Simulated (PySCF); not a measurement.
Steps of a relaxation of Eu2OCl2

Eu2OCl2 (singlet in the valence; each metal's 4f electrons, 7 of them, lie in its core potential, out of spins and levels). PySCF 2.14.0, RKS r2SCAN, Eu lcecp-0-SVP with ECP53, O def2-SVP, Cl def2-SVP; non-relativistic Hamiltonian with scalar-relativistic core potentials where named; density fitting; no spin-orbit coupling. Origin of the start: template. Columns: position (Å) and force (eV/Å). Energies are counted from the last step; some of the 5 steps are shown. Forces carry noise of the integration grid, about 0.01 to 0.03 eV/Å.

Run from Python with OMP_NUM_THREADS=2. Where DIIS fails, smearing, a level shift and second-order steps follow.
It took 38 s on 2 threads of Arm Neoverse V1, on a shared host, from the converged density of the start.

```xyz
5
step 0  E = 0.136 eV
Eu    0.0000    0.0000    2.2747     0.00    0.00   -0.61
Eu    0.0000    0.0000   -2.2747     0.00    0.00    0.61
O     0.0000    0.0000    0.0000     0.00    0.00    0.00
Cl    0.0000    0.0000    5.0694     0.00    0.00   -0.52
Cl    0.0000    0.0000   -5.0694     0.00    0.00    0.52
```

```xyz
5
step 1  E = 0.047 eV
Eu    0.0000    0.0000    2.2410     0.00    0.00   -0.41
Eu    0.0000    0.0000   -2.2410     0.00    0.00    0.41
O     0.0000    0.0000    0.0000     0.00    0.00    0.00
Cl    0.0000    0.0000    5.0032     0.00    0.00   -0.29
Cl    0.0000    0.0000   -5.0032     0.00    0.00    0.29
```

```xyz
5
step 3  E = 0.000 eV
Eu    0.0000    0.0000    2.1926     0.00    0.00   -0.04
Eu    0.0000    0.0000   -2.1926     0.00    0.00    0.04
O     0.0000    0.0000    0.0000     0.00    0.00    0.00
Cl    0.0000    0.0000    4.9179     0.00    0.00    0.02
Cl    0.0000    0.0000   -4.9179     0.00    0.00   -0.02
```

Task: Where does the relaxation end?

Result: It converges at step 4 in D∞h:
```xyz
5
step 4  E = 0
Eu    0.0000    0.0000    2.1916
Eu    0.0000    0.0000   -2.1916
O     0.0000    0.0000    0.0000
Cl    0.0000    0.0000    4.9192
Cl    0.0000    0.0000   -4.9192
```

Task: How did the contacts change?

Result: 
```csv
contact,start (Å),end (Å)
Eu1–O3 (O),2.275,2.192
Eu1–Cl4 (Cl),2.795,2.728
Eu2–Cl5 (Cl),2.795,2.728
```


No frequency check is given that shows the relaxed geometry to be a minimum. An lcecp potential fixes the number of 4f electrons, so in runs with it no electron can move into or out of that shell.
